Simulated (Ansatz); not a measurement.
`C1=N[SiH2][Te]1`. Charge 0, multiplicity 1. Te: def2 effective core potential. The geometry is a stationary point of PBE0-D4/def2-TZVP.

```xyz
7

C     0.299   -0.408   -1.222
N    -0.835   -0.137   -0.730
Si   -0.353    0.316    0.905
Te    1.985   -0.169    0.132
H     0.467   -0.742   -2.250
H    -0.904   -0.590    1.940
H    -0.660    1.729    1.226
```

Question: What is the dipole moment at ωB97M-V/def2-TZVPP? (An estimate is asked.)

Answer: Ansatz gave: 0.73 D, with components (0.54, 0.09, 0.49) D in this frame, pointing from negative to positive charge.

Question: And with PBE, r2SCAN, B3LYP? (An estimate is asked.)

Answer: The calculation gave: PBE 0.66 D, r2SCAN 0.61 D, B3LYP 0.76 D.

Question: Give the Mulliken charges with ωB97M-V, PBE, r2SCAN in def2-TZVPP. (An estimate is asked.)

Answer: Ansatz gave: 
```
atom  ωB97M-V    PBE  r2SCAN
  C1    -0.02  -0.01    0.10
  N2    -0.31  -0.25   -0.37
 Si3     0.31   0.33    0.43
 Te4    -0.07  -0.07   -0.11
  H5     0.12   0.09    0.07
  H6    -0.01  -0.04   -0.06
  H7    -0.01  -0.04   -0.06
```

B3LYP here is the variant with VWN-RPA as its local correlation; programs differ in this.
